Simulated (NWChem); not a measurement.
# C3H8N, doublet; SMILES CC(C)[NH]

```xyz
12

C      0.5939     1.2889     0.1063
C     -0.1168    -0.0280    -0.2785
C      0.7152    -1.2606     0.0889
N     -1.4373    -0.1242     0.2917
H      1.5985     1.3460    -0.3590
H      0.7206     1.3464     1.2067
H      0.0115     2.1743    -0.2217
H     -0.2366    -0.0058    -1.3975
H      1.6992    -1.2553    -0.4215
H      0.8899    -1.2900     1.1840
H      0.1757    -2.1863    -0.1908
H     -1.9163     0.7677     0.0421
```
Atoms are numbered in this order, from 1.

Program: NWChem. Pople sets run with spherical d functions. Spin-unrestricted. Geometry: optimised at PBE-D3(BJ)/def2-SVP, spin-unrestricted. Not confirmed as a minimum by frequencies. No stability test was run on the SCF state. B3LYP is NWChem's, with the RPA form of VWN correlation. Vzz is the largest principal value of the second derivative of the potential at the nucleus (NWChem prints the opposite sign); η is the asymmetry. Non-relativistic.

Task: Estimate the computed values for B3LYP/6-31G*. Quantities: Vzz N4 (a.u.); η N4.

Result: Vzz N4 (a.u.): -0.767
η N4: 0.33
